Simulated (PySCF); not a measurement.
## Computed structure and properties of TmH3(H2O)

System: TmH3(H2O) (singlet in the valence; each metal's 4f electrons, 12 of them, lie in its core potential, out of spins and levels); start: displaced along the imaginary mode (C1). Method: PySCF 2.14.0, RKS PBE0, Tm lcecp-1-SVP with ECP58, H def2-SVP, O def2-SVP; non-relativistic Hamiltonian with scalar-relativistic core potentials where named; density fitting; no spin-orbit coupling.

Input of the relaxation:

```python
mol = gto.M(atom='''
Tm     0.12020    -0.13051     0.13350
H      1.14760     1.34964     1.03053
H     -0.97398    -1.33302     1.28860
H      0.78768    -0.84093    -1.64036
O     -1.18697     1.22675    -1.24317
H     -1.34068     2.19892    -1.14384
H     -0.93078     1.03292    -2.18299''',
    basis={'Tm': 'lcecp-1-SVP', 'H': 'def2-SVP', 'O': 'def2-SVP'},
    ecp={'Tm': 'lcecp-1-SVP'},
    charge=0, spin=0)
mf = dft.RKS(mol, xc='PBE0')
mf.grids.atom_grid = (50, 194)  # f atoms: unpruned, at least (60, 302)
mf = mf.density_fit()  # fitting sets: Tm AutoAux, H def2-universal-JKFIT, O def2-universal-JKFIT
mf.conv_tol = 1e-08; mf.max_cycle = 55
mf.kernel(dm0)  # dm0: converged density of the start geometry
# quasi-Newton relaxation in Cartesian coordinates to a largest gradient under 0.00045 Eh/bohr, steps kept in the point group
```

Run from Python with OMP_NUM_THREADS=2; the lines above give its settings. Where DIIS fails, smearing, a level shift and second-order steps follow.
It took 14 s on 2 threads of Arm Neoverse V2, on a shared host, from the converged density of the start.

Course of the relaxation:

```tsv
step	energy above end (eV)	largest force component within the symmetry (eV/Å)
0	0.0290	1.078
1	0.0020	0.174
2	0.0006	0.044
3	0.0002	0.024
4	0.0000	0.012
5	0.0000	0.006
```

Relaxed geometry (C1):

```xyz
7

Tm    0.1181   -0.1284    0.1365
H     1.1484    1.3358    1.0200
H    -0.9745   -1.3352    1.2860
H     0.7850   -0.8171   -1.6285
O    -1.1799    1.2296   -1.2412
H    -1.3314    2.1813   -1.1676
H    -0.9427    1.0378   -2.1628
```

```
     contact      Å
  Tm1–H2 (H)  1.997
  Tm1–H3 (H)  1.993
  Tm1–H4 (H)  2.009
Tm1–O5 (H2O)  2.330
```

On the finer grid (75, 302):

| Property | Result |
| --- | --- |
| HOMO | -6.38 eV |
| LUMO | -0.62 eV |
| Dipole about the centre of mass | 5.22 D |
| Set of Mulliken populations of Tm1 outside the core potential | s 2.69, p 6.64, d 1.14, f 0.02 |
| D3(BJ) dispersion energy (not in the energies) | -0.073 eV |

```tsv
atom	Mulliken (e)	Löwdin (e)	spin (e)
Tm1	0.52	0.34	0.00
H2	-0.23	-0.21	0.00
H3	-0.24	-0.21	0.00
H4	-0.25	-0.22	0.00
O5	-0.28	0.02	0.00
H6	0.24	0.14	0.00
H7	0.25	0.14	0.00
```

The 4f levels lie in the core potential and are missing. Their spin isn't counted.

On the grid (50, 194), as all that follows. Harmonic modes: 1 unstable but soft, so probably a saddle point, though modes this soft are near the noise (counted below −25 cm⁻¹); lowest -40 cm⁻¹ (negative: unstable), highest 3909 cm⁻¹, zero-point energy 1.031 eV.

Taking off one H (charge -1, singlet; the rest: singlet) in vacuum, both parts rigid, costs 9.30 eV; the small basis without counterpoise inflates it. Most of it is the attraction of opposite charges; other ways to part are cheaper, and one spin state was tried for the rest.

Rigid scan of H along the line from its metal:

```csv
distance to H2 (Å),energy (eV)
1.70,0.488
1.80,0.194
1.90,0.044
2.00,0.000
2.10,0.034
2.20,0.124
2.40,0.407
2.70,0.950
3.10,1.698
3.60,2.525
```

Taking off one H2O (charge 0, singlet; the rest: singlet) in vacuum, both parts rigid, costs 1.46 eV; the small basis without counterpoise inflates it.

Rigid scan of H2O along the line from its metal:

(distance to O5 (Å), energy (eV)): (2.03, 0.440), (2.13, 0.164), (2.23, 0.035), (2.33, 0.000), (2.43, 0.025), (2.53, 0.086), (2.73, 0.256), (3.03, 0.524), (3.43, 0.811), (3.93, 1.046)

One start shape was tried, so this needn't be the lowest isomer.

An lcecp potential fixes the number of 4f electrons, so in runs with it no electron can move into or out of that shell.
